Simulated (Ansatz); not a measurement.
Consider the isomerisation: `FBOC[SiH3]` → `OC([SiH3])BF`.

Program: Ansatz. Geometries: PBE0-D4/def2-TZVP. ΔE: electronic, gas phase. CCSD(T)/CBS adds triple-zeta CCSD(T) − MP2 to the extrapolated MP2 energy (def2 sets, frozen cores). Functionals use def2-TZVPP. B3LYP here is the variant with VWN-RPA as its local correlation; programs differ in this. Each species was taken in one conformer, which may not be the lowest.

Q: Is it downhill or uphill in electronic energy at CCSD(T)/CBS, and by how much? (An estimate is asked.)

A: Ansatz gave: Uphill: ΔE = +142.3 kJ/mol.

Q: What do these levels give: r2SCAN-D4, B3LYP-D4, ωB97X-V, ωB97M-V, r2SCAN, PBE0, B3LYP, SCS-MP2/def2-TZVPP, CCSD/def2-TZVPP, CCSD(T)/def2-TZVPP, MP2/def2-QZVPP, HF/CBS(def2)? (Estimate.)

A: Computed: r2SCAN-D4 139.7, B3LYP-D4 144.7, ωB97X-V 141.1, ωB97M-V 140.8, r2SCAN 139.9, PBE0 136.4, B3LYP 146.4, SCS-MP2/def2-TZVPP 147.0, CCSD/def2-TZVPP 145.4, CCSD(T)/def2-TZVPP 143.8, MP2/def2-QZVPP 143.6, HF/CBS(def2) 158.7 kJ/mol.

Largest T1 diagnostic among the species: 0.013.

In def2-TZVPP, CCSD(T) changes the Hartree–Fock value by −14.2 kJ/mol (the triples alone add −1.6 kJ/mol) and MP2 by −13.8 kJ/mol. From PBE to PBE0 (25 % exact exchange), in def2-TZVPP and without D4, ΔE moves by +3.4 kJ/mol.
